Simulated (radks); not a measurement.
Results of a calculation; reference values are marked as such.
Question: These are the eigenvalues of the occupied orbitals of an atom or ion with whole-number occupations (Ry). Level of theory: non-relativistic Kohn-Sham, BLYP, spin-polarised, spherical densities, point nucleus (a radial shooting solver on a logarithmic mesh with Libxc functionals).

| orbital | eigenvalue |
|---|---|
| 1s down | -356.8057 |
| 1s up | -356.8049 |
| 2s up | -40.19460 |
| 2s down | -40.15142 |
| 2p up | -33.77801 |
| 2p down | -33.74492 |
| 3s up | -5.74873 |
| 3s down | -5.60988 |
| 3p up | -4.05997 |
| 3p down | -3.92380 |
| 3d up | -1.50300 |

Which element is it, and in what charge state? The configuration may be excited. Open shells, if any, are filled with parallel spins first.

Answer: Z = 22, titanium, charge +2: Ti2+ in [Ar] 3d2. The list shows which subshells hold electrons but not how many an open one holds; the 1s level, -178.4 hartree, gives Z - s = 18.9 by -(Z - s)^2/2, which with screening narrows Z to a few neighbours, and the depths of the outer levels then fix element, charge and occupations together.
